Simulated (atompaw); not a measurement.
**Pseudopotential generation for gadolinium (Gd): PAW (atompaw), PBEsol, scalar-relativistic.**

Input for atompaw 4.2.0.5:

```
Gd 64
GGA-PBESOL scalarrelativistic loggrid 2001 logderivrange -3 5 201
6 6 5 4 0 0
6 0 1
6 1 0
5 2 2
4 3 7
0 0 0
c
c
c
c
c
v
c
c
c
c
v
c
c
v
v
3
3.00 2.85 2.15 2.65
y
5.05
n
y
1.15
n
y
0.5
n
y
3.5
n
custom polynom2 7 10 vanderbiltortho besselshape
4 0.5 troulliermartins
3.00
3.00
3.00
3.00
3.00
2.40
1.00
1.00
PWSCFOUT
UPFDX 0.0125d0 UPFXMIN -7.d0 UPFZMESH 64.d0
END
```

Command:

```bash
atompaw < Gd.input > Gd.log
```

The program printed (summary file):

```
Completed calculations for Gd (AE)

 Exchange-correlation type: GGA, Perdew-Burke-Ernzerhof modified (PBEsol)

 Radial integration grid is logarithmic
 r0 =   1.0575335E-04 h =   6.7682145E-03   n =      2001 rmax =   8.0000000E+01

 Scalar relativistic calculation

 AEatom converged in  45 iterations
   nz     =  64.00
   delta  =       1.087886122814E-15

 All Electron Orbital energies:
  n  l      occupancy      energy
  1  0      2.0000000E+00 -3.6810093E+03
  2  0      2.0000000E+00 -6.0771954E+02
  3  0      2.0000000E+00 -1.3463177E+02
  4  0      2.0000000E+00 -2.7017781E+01
  5  0      2.0000000E+00 -3.5513172E+00
  6  0      1.0000000E+00 -2.7154596E-01
  2  1      6.0000000E+00 -5.4084063E+02
  3  1      6.0000000E+00 -1.1391708E+02
  4  1      6.0000000E+00 -2.0188429E+01
  5  1      6.0000000E+00 -1.9058922E+00
  6  1      0.0000000E+00 -8.1600332E-02
  3  2      1.0000000E+01 -8.6564516E+01
  4  2      1.0000000E+01 -1.0743895E+01
  5  2      2.0000000E+00 -1.2939887E-01
  4  3      7.0000000E+00 -5.3750898E-01

 Total energy
   Total                    :   -22534.42125941090126

 ---
 Completed calculations for Gd (SC)

 Exchange-correlation type: GGA, Perdew-Burke-Ernzerhof modified (PBEsol)

 Radial integration grid is logarithmic
 r0 =   1.0575335E-04 h =   6.7682145E-03   n =      2001 rmax =   8.0000000E+01

 Scalar relativistic calculation

 SCatom converged in   2 iterations
   nz     =  64.00
   delta  =       3.541962046350E-17

 Valence Electron Orbital energies:
  n  l      occupancy      energy
   6  0      1.0000000E+00 -2.7154596E-01
   6  1      0.0000000E+00 -8.1600336E-02
   5  2      2.0000000E+00 -1.2939887E-01
   4  3      7.0000000E+00 -5.3750898E-01

 Total energy
   Total                    :   -22534.42125941142149
   Valence                  :     -536.98968752017186

 PAW parameters:
       lmax =            3
         rc =    3.0023901880053487
        irc =         1516
   rc_shape =    2.8634565824350280
    rc_vloc =    2.1549172817229345
    rc_core =    2.6580061558359493
   Vloc: Norm-conserving Troullier-Martins with l= 4;e=   5.0000E-01
   Projector type: improved polynomial pseudization + Vanderbilt ortho.
   Bessel compensation charge shape zeroed at   2.8635E+00

 Number of basis functions     8
 No.   n  nodes  l      Energy         Cp coeff         Occ
  1    6    5    0   -0.2715460E+00  0.4173884E+01  0.1000000E+01
  2  999    6    0    0.5050000E+01  0.3183241E+00  0.0000000E+00
  3    6    4    1   -0.8160034E-01  0.2711637E+03  0.0000000E+00
  4  999    5    1    0.1150000E+01  0.7414610E+01  0.0000000E+00
  5    5    2    2   -0.1293989E+00 -0.6786547E+02  0.2000000E+01
  6  999    3    2    0.5000000E+00  0.2779137E+00  0.0000000E+00
  7    4    0    3   -0.5375090E+00  0.1760555E+01  0.7000000E+01
  8  999    1    3    0.3500000E+01  0.3281930E+00  0.0000000E+00

 Eigenvalues of overlap operator (in the basis of projectors):
    1        2.30355242E-02
    2        8.75177186E-01
    3        1.99740545E+00
    4        2.76235807E+00
    5        6.81798191E+00
    6        4.62644059E+01
    7        1.12898611E+04
    8        3.58777332E+08

 Orbital leakage outside PAW augmentation regions
   orb  is_core?  %out_of_sphere
   1 0    T           0.00
   2 0    T           0.00
   3 0    T           0.00
   4 0    T           0.00
   5 0    T           0.30
   6 0    F          77.40
   2 1    T           0.00
   3 1    T          -0.00
   4 1    T           0.00
   5 1    T           1.91
   6 1    F          94.38
   3 2    T           0.00
   4 2    T           0.00
   5 2    F          42.45
   4 3    F           0.49

 Summary of PAW energies
   Total valence energy     :   -536.98997133360092
   Smooth energy            :    244.87582618690308
   One center               :   -781.86579752050397
   Smooth kinetic           :    262.38167047844036
   Vloc energy              :    -13.51231146906649
   Smooth exch-corr         :     -7.19918137706039
   One-center xc            :   -482.22970958969239
```

A Bessel basis up to 400 Ry misses an occupied level by 0.63 Ry, so cutoffs were not judged. Note: ghost states, extra bound levels that the all-electron valence spectrum of the same l lacks: s at -25.7 eV, d at -3.7 eV (other channels not judged).

The run took about 13 s on one core of a shared server CPU.
